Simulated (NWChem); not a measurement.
# boric acid (H3BO3); SMILES OB(O)O

```xyz
7

O     -0.9601     0.9994     0.0000
B     -0.0379     0.0018     0.0000
O      1.2931     0.3441     0.0000
O     -0.5147    -1.2776     0.0000
H     -0.5347     1.8615     0.0000
H      1.9080    -0.3925     0.0000
H      0.1585    -1.9602     0.0000
```
Atoms are numbered in this order, from 1.

Computed with NWChem. Coordinates come from a PBE0/def2-SVP optimisation. Static field.

```tsv
level	isotropic polarisability (bohr³)	anisotropy (bohr³)
PBE/def2-SVPD	29.7	9.6
B3LYP/def2-SVPD	28.1	9.0
Hartree-Fock/def2-SVPD	24.0	7.3
LDA (Slater exchange, VWN5)/def2-SVPD	29.7	9.6
```
